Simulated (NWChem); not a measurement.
Everything below was run with NWChem. System: HCl₂Ge, charge 0, spin multiplicity 2, at a geometry optimised with UPBE0/def2-SVP. The structure started from a generated list of species. Its SCF solution wasn't tested for a lower state. Level: UMP2/def2-SVP, 19 core orbitals frozen.

Input file:

```
start mol
memory heap 200 mb stack 900 mb global 1100 mb
geometry units angstroms nocenter noautoz
  Cl    -0.550560    -0.319141     1.753949
  Ge     0.525494     0.350853     0.000000
  Cl    -0.550560    -0.319141    -1.753949
  H      1.903258    -0.376504     0.000000
  symmetry group Cs
end
basis spherical
  * library def2-svp
end
scf
  uhf
  nopen 1
  maxiter 100
  thresh 1e-7
  semidirect memsize 60000000 filesize 0
  # guess.movecs holds the orbitals of an unrestricted PBE0 run
  vectors input guess.movecs output mol.movecs
end
mp2
  freeze core 19
end
task mp2 energy
```

NWChem printed:

```
             Northwest Computational Chemistry Package (NWChem) 7.3.0
             --------------------------------------------------------

                                NWChem Input Module
                                -------------------

 Scaling coordinates for geometry "geometry" by  1.889725989
 (inverse scale =  0.529177249)

 Turning off AUTOSYM since
 SYMMETRY directive was detected!

                             Geometry "geometry" -> ""
                             -------------------------

 Output coordinates in angstroms (scale by  1.889725989 to convert to a.u.)

  No.       Tag          Charge          X              Y              Z
 ---- ---------------- ---------- -------------- -------------- --------------
    1 Cl                  17.0000    -0.55056000    -0.31914100     1.75394900
    2 Ge                  32.0000     0.52549400     0.35085300     0.00000000
    3 Cl                  17.0000    -0.55056000    -0.31914100    -1.75394900
    4 H                    1.0000     1.90325800    -0.37650400     0.00000000

 Effective nuclear repulsion energy (a.u.)     326.4790443289

            Nuclear Dipole moment (a.u.)
            ----------------------------
        X                 Y               Z
 ---------------- ---------------- ----------------
     0.0000491329    -0.0000037795     0.0000000000

      Symmetry information
      --------------------

 Group name             Cs
 Group number              2
 Group order               2
 No. of unique centers     3

      Symmetry unique atoms

     1    2    4


 Summary of "ao basis" -> "" (spherical)
 ------------------------------------------------------------------------------
       Tag                 Description            Shells   Functions and Types
 ---------------- ------------------------------  ------  ---------------------
 *                          def2-svp                  on all atoms

 Summary of "ao basis" -> "ao basis" (spherical)
 ------------------------------------------------------------------------------
       Tag                 Description            Shells   Functions and Types
 ---------------- ------------------------------  ------  ---------------------
 Cl                         def2-svp                 8       18   4s3p1d
 Ge                         def2-svp                12       32   5s4p3d
 H                          def2-svp                 3        5   2s1p

                                 NWChem SCF Module
                                 -----------------

  ao basis        = "ao basis"
  functions       =    73
  atoms           =     4
  alpha electrons =    34
  beta  electrons =    33
  charge          =   0.00
  wavefunction    = UHF
  use symmetry    = T
  symmetry adapt  = T

 Summary of "ao basis" -> "ao basis" (spherical)
 ------------------------------------------------------------------------------
       Tag                 Description            Shells   Functions and Types
 ---------------- ------------------------------  ------  ---------------------
 Cl                         def2-svp                 8       18   4s3p1d
 Ge                         def2-svp                12       32   5s4p3d
 H                          def2-svp                 3        5   2s1p

      Symmetry analysis of basis
      --------------------------

        a'         44
        a"         29

 Forming initial guess at       0.1s

   Symmetry analysis of molecular orbitals - initial alpha
   -------------------------------------------------------
[...]
    2 Ge  32    15.98   1.00  1.00  1.00  0.64  0.12  3.00  2.99  0.69  0.44  4.08  0.90  0.14
    3 Cl  17     8.70   1.00  1.00  0.60  0.38  2.97  1.06  1.68  0.01
    4 H    1     0.61   0.39  0.21  0.01

   Mulliken analysis of the beta density
   -------------------------------------

    Atom       Charge   Shell Charges
 -----------   ------   -------------------------------------------------------
    1 Cl  17     8.63   1.00  1.00  0.60  0.38  2.97  1.02  1.66  0.01
    2 Ge  32    15.26   1.00  1.00  1.00  0.48  0.03  3.00  2.99  0.42  0.24  4.09  0.89  0.13
    3 Cl  17     8.63   1.00  1.00  0.60  0.38  2.97  1.02  1.66  0.01
    4 H    1     0.48   0.31  0.16  0.01

   Mulliken analysis of the spin density
   -------------------------------------

    Atom       Charge   Shell Charges
 -----------   ------   -------------------------------------------------------
    1 Cl  17     0.07   0.00  0.00  0.00 -0.00  0.00  0.04  0.03 -0.00
    2 Ge  32     0.72   0.00  0.00  0.00  0.16  0.08  0.00  0.00  0.27  0.20 -0.01  0.01  0.01
    3 Cl  17     0.07   0.00  0.00  0.00 -0.00  0.00  0.04  0.03 -0.00
    4 H    1     0.14   0.08  0.05 -0.00

       Multipole analysis of the density wrt the origin
       ------------------------------------------------

     L   x y z        total         alpha         beta         nuclear
     -   - - -        -----         -----         ----         -------
     0   0 0 0     -0.000000    -34.000000    -33.000000     67.000000

     1   1 0 0      0.740042     -0.136654      0.876647      0.000049
     1   0 1 0      0.496887     -0.487378      0.984269     -0.000004
     1   0 0 1     -0.000000     -0.000000     -0.000000      0.000000

     2   2 0 0    -31.457774    -58.266049    -54.486832     81.295107
     2   1 1 0      0.330640    -20.485701    -19.027115     39.843456
     2   1 0 1     -0.000000     -0.000000     -0.000000      0.000000
     2   0 2 0    -31.427408    -32.053124    -26.313747     26.939463
     2   0 1 1      0.000000      0.000000      0.000000      0.000000
     2   0 0 2    -35.203782   -205.916110   -202.804791    373.517119

                   NWChem MP2 Semi-direct Energy/Gradient Module
                   ---------------------------------------------

  Basis functions       =     73
  Molecular orbitals    =     73
  Frozen core           =     19
  Frozen virtuals       =      0
  Active alpha occupied =     15
  Active beta occupied  =     14
  Active alpha virtual  =     39
  Active beta virtual   =     40
  Use MO symmetry       = T
  Use skeleton AO sym   = T

  AO/Fock/Back tols     =   1.0D-09  1.0D-09  1.0D-09

 GA uses MA = F    GA memory limited = T

 Available:
  local mem=  1.26D+08
 global mem=  1.44D+08
 local disk=  0.00D+00
  mp2_memr nvloc                    39
  nvloc new                    39
   1 passes of  15:        3145728                      25788                   5116942.
   1 passes of  15: M    126152449           G      144168542           F     123006721.

 Semi-direct pass number   1 of   1  for UHF alpha       at        1.3s
  vrange nnbf                  2568
  mp2_eaftype                    19  avail_ma_in_mb                  1099
 EAF : mp2_eaftype filesize          19    2558471.
  mp2_eaf for mointskh                     19
Node 0 wrote     12.0 Mb in      0.0 s     Agg I/O rate:  3589.8 Mb/s
 Done moints_semi at        2.9s
  mp2_eaftype                    19  avail_ma_in_mb                  1080
 EAF : mp2_eaftype filesize          19    2558471.
  mp2_eaf for kh                    19
 Done maket at        2.9s
 Done multipass loop at        2.9s

 GA uses MA = F    GA memory limited = T

 Available:
  local mem=  1.26D+08
 global mem=  1.44D+08
 local disk=  0.00D+00
  mp2_memr nvloc                    40
  nvloc new                    40
   1 passes of  14:        3145728                      25151                   4898662.
   1 passes of  14: M    126152449           G      144168542           F     123006721.

 Semi-direct pass number   1 of   1  for UHF beta        at        2.9s
  vrange nnbf                  2568
  mp2_eaftype                    18  avail_ma_in_mb                  1099
 EAF : mp2_eaftype filesize          18    2449331.
  mp2_eaf for mointskh                     18
Node 0 wrote     11.5 Mb in      0.0 s     Agg I/O rate:  3483.6 Mb/s
 Done moints_semi at        4.4s
  mp2_eaftype                    18  avail_ma_in_mb                  1081
 EAF : mp2_eaftype filesize          18    2449331.
  mp2_eaf for kh                    18
 Done maket at        4.5s
 Done multipass loop at        4.5s

          -------------------------------------------
          SCF energy               -2994.451849095412
          Correlation energy          -0.470159864554
          Singlet pairs                0.000000000000
          Triplet pairs                0.000000000000
          Total MP2 energy         -2994.922008959967
          -------------------------------------------

          ---------------------------------------------------
                    Spin Component Scaled (SCS) MP2
          Same spin pairs                     -0.136899121895
          Same spin scaling factor             0.333333333333
          Opposite spin pairs                 -0.333260742659
          Opposite spin scaling fact.          1.200000000000
          SCS-MP2 correlation energy          -0.445545931822
          Total SCS-MP2 energy             -2994.897395027235
          ---------------------------------------------------

 -----------------------
 Performance information
 -----------------------

 Timer overhead =  1.88D-07 seconds/call

               Nr. of calls         CPU time (s)                 Wall time (s)                GFlops
             ---------------    -------------------     ------------------------------   -------------------
Name         Min   Avg   Max    Min     Avg     Max     Min     Avg     Max   Mx/calls   Min     Max     Sum
mp2: moin     2     2     2    3.0     3.0     3.0      3.0     3.0     3.0     1.5      0.0     0.0     0.0
mp2: make     2     2     2   9.78E-2 9.78E-2 9.78E-2  9.78E-2 9.78E-2 9.78E-2 4.89E-2   0.0     0.0     0.0
mp2: tota     1     1     1    3.1     3.1     3.1      3.1     3.1     3.1     3.1      0.0     0.0     0.0

 The average no. of pstat calls per process was 5.00D+00
 with a timing overhead of 9.40D-07s

 Task  times  cpu:        4.4s     wall:        4.4s

 Total times  cpu:        4.5s     wall:        4.5s
```
